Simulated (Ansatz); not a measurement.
The same path of a periodic cell of 13 atoms, Zr12H (host Zr, host structure hcp, interstitial H) was run twice with different band settings.

The calculation used DFT PBE, scalar-relativistic, plane waves, PAW in Ansatz. Settings: cutoff 420 eV, k mesh 3x2x3, fermi-dirac smearing 0.05 eV, no spin polarisation.

Relaxed end points:

```xyz
13
Lattice="6.4600 0.0000 0.0000 -4.8450 8.3918 0.0000 0.0000 0.0000 5.1454" Properties=species:S:1:pos:R:3
Zr -0.007 -0.058 0.084
Zr 0.000 1.871 2.555
Zr -1.644 2.824 0.043
Zr -1.620 4.668 2.526
Zr -3.223 5.607 -0.058
Zr -3.222 7.458 2.583
Zr 3.223 -0.001 0.028
Zr 3.230 1.882 2.574
Zr 1.641 2.825 0.026
Zr 1.623 4.689 2.492
Zr -0.009 5.582 -0.039
Zr -0.013 7.440 2.593
H -0.005 1.847 4.562
```

```xyz
13
Lattice="6.4600 0.0000 0.0000 -4.8450 8.3918 0.0000 0.0000 0.0000 5.1454" Properties=species:S:1:pos:R:3
Zr -0.004 -0.061 -0.094
Zr 0.006 1.869 2.589
Zr -1.638 2.819 -0.047
Zr -1.619 4.667 2.623
Zr -3.219 5.605 0.065
Zr -3.221 7.455 2.559
Zr 3.226 -0.002 -0.029
Zr 3.236 1.877 2.570
Zr 1.647 2.822 -0.025
Zr 1.627 4.689 2.660
Zr -0.005 5.581 0.047
Zr -0.011 7.440 2.549
H 0.002 1.843 5.727
```

Common settings: spring 5.0 eV/Å²; end points relaxed.

| run | movable images | climbing image | optimiser | start path | force threshold | iteration limit |
| --- | --- | --- | --- | --- | --- | --- |
| 1 | 3 | yes | fire | straight line | 0.03 eV/Å | 80 |
| 2 | 2 | no | quadratic models (default) | default | 0.05 eV/Å | 50 |

**Question.** What does each run give, and how far can it be trusted?

**Answer.** Run 1: converged after 40 iterations, highest image 0.186 eV above the first end. By the program's own check the climbing image is of a kind that is not told: the force calls were inconclusive, a negative curvature could not be distinguished from the path's own, the only one lies far off the path, or fixed occupations may fill a level only in part (lowest curvatures found: -2.38 and 0.21 eV/Å²).
Run 2: converged after 4 iterations, highest image 0.143 eV above the first end. No image climbed, so the highest image needn't sit at the top of the path.
Limits of this set-up: coarse k mesh, odd electron count without spin, a small cell, in which the defect meets its images, a typed lattice constant that wasn't relaxed here.
